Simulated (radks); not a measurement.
Values are calculated unless marked as measured or tabulated.
Q: Ce2+, configuration [Xe] 4f2. Code: a radial shooting solver on a logarithmic mesh with Libxc functionals. Model: Dirac Kohn-Sham, LDA (Slater exchange, Perdew-Wang correlation), spin-unpolarised, spherical densities, finite nucleus; open shells fill j = l - 1/2 first; Fermi nuclear charge, rms radius 4.8771 fm. Some entries of the table are withheld. Estimate them.

orbital  occ.  eigenvalue (hartree)  <r> (bohr)
1s1/2       2             -1477.197     0.02459
2s1/2       2             -236.6485      0.1048
2p1/2       2             -223.5627     0.08797
2p3/2       4             -207.1699     0.09418
3s1/2       2             -51.07341      0.2787
3p1/2       2             -45.51631      0.2683
3p3/2       4             -42.29569      0.2805
3d3/2       4             -32.53830         (1)
3d5/2       6             -31.84560         (2)
4s1/2       2             -10.48495         (3)
4p1/2       2              -8.42391      0.6581
4p3/2       4              -7.73211      0.6861
4d3/2       4              -4.34605      0.7443
4d5/2       6              -4.22584      0.7544
5s1/2       2                   (4)       1.541
5p1/2       2              -1.29278       1.736
5p3/2       4              -1.19604       1.820
4f5/2       2              -0.48954       1.209
4f7/2       0              -0.47885       1.226

A: 
(1) 3d3/2 <r> (bohr): 0.2514
(2) 3d5/2 <r> (bohr): 0.2552
(3) 4s1/2 <r> (bohr): 0.6390
(4) 5s1/2 eigenvalue (hartree): -1.84305
